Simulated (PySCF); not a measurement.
## Br (bromine, neutral) across methods

[Ar] 3d10 4s1 4p5 5s1, high-spin 4P determinant (an excited configuration). All numbers are calculated (PySCF 2.14, scalar relativity through the core potential, in aug-cc-pVQZ-PP with ECP10MDF). The B2PLYP total includes its PT2 part (frozen core); its orbital energies are those of the SCF part.

| method | E (hartree) | mean ε 4p α (eV) | mean ε 4p β (eV) | mean ε 5s α (eV) | Σ⟨r²⟩ (bohr²) | ⟨S²⟩ |
| --- | --- | --- | --- | --- | --- | --- |
| BP86 | -416.2202 | -13.269 | -11.524 | -2.263 | 59.21 | 3.753 |
| B2PLYP | -415.6721 | -16.213 | -13.116 | -2.829 | 59.98 | 3.756 |
| wB97X | -416.0727 | -17.197 | -14.778 | -3.585 | 59.62 | 3.754 |
| LDA | -415.4545 | -13.233 | -11.496 | -2.233 | 58.89 | 3.752 |
| UHF | -414.70244 | -18.937 | -14.166 | -3.498 | 61.01 | 3.763 |
| r2SCAN | -415.9125 | -13.879 | -11.636 | -2.172 | 59.89 | 3.756 |
| PBE0 | -416.0080 | -14.822 | -12.381 | -2.563 | 59.64 | 3.754 |
| M06-L | -416.0607 | -13.697 | -11.331 | -1.952 | 59.64 | 3.756 |
| PBE | -416.0489 | -13.183 | -11.349 | -2.113 | 59.37 | 3.753 |

Energies and moments cover only the electrons outside the core potential. The outer electron is Rydberg-like, and this basis confines it to a smaller radius and binds it less than a complete one would.
